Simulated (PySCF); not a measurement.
Compound: 4-ethynylbenzonitrile, C₉H₅N.
Bonds: C1–C2 (triple), C2–C3, C3–C4 (aromatic), C4–C5 (aromatic), C5–C6 (aromatic), C6–C7, C7–N8 (triple), C6–C9 (aromatic), C9–C10 (aromatic), C3–C10 (aromatic). Hydrogens: H11 on C1; H12 on C4; H13 on C5; H14 on C9; H15 on C10.

Definitions: NICS(0) = −σiso at the ring centroid; NICS(1) = −σiso and NICS(1)zz = −σzz at ±1 Å along the ring normal z. Level: GIAO PBE0/pcSseg-1 (PySCF, non-relativistic, gas phase) on the GFN2-xTB geometry, one conformer.

Ring bond lengths (Å), with Mayer bond orders in brackets: C3–C4 1.397 (1.39), C4–C5 1.378 (1.46), C5–C6 1.397 (1.36), C6–C9 1.397 (1.36), C9–C10 1.378 (1.46), C10–C3 1.397 (1.39).

Q: What do the NICS probes read (ppm)?

A: 
| ring | type | NICS(0) | NICS(1), two faces | NICS(1)zz, two faces | rms pucker (Å) | centre to ring atoms, mean (Å) |
| --- | --- | --- | --- | --- | --- | --- |
| C3–C4–C5–C6–C9–C10 | 6-membered carbocycle; formal bonds all aromatic | -8.8 | -11.0 / -11.0 | -26.4 / -26.4 | 0.00 | 1.39 |

Q: What do they say, and how far can they be read as aromaticity?

A: 
- C3–C4–C5–C6–C9–C10: mean NICS(1)zz -26.4 ppm, shielded. The ring is flat and has no four-coordinate atom; by the NICS criterion it is aromatic.

Q: And the bond-length index? HOMA takes Krygowski's 1993 parameters.

A: 
- C3–C4–C5–C6–C9–C10: HOMA 0.98 = 1 − EN − GEO, with mean bond length 1.391 Å, EN = α(Ropt − mean)² = 0.002 and GEO = α × variance = 0.020. The geometric and the magnetic index point the same way.

Q: At the second NICS(1) probe listed for ring C3–C4–C5–C6–C9–C10, 1 Å off the ring, what do the in-plane components average?

A: The isotropic value is a third of the trace: (3 × -11.0 − (-26.4))/2 = -3.3 ppm.
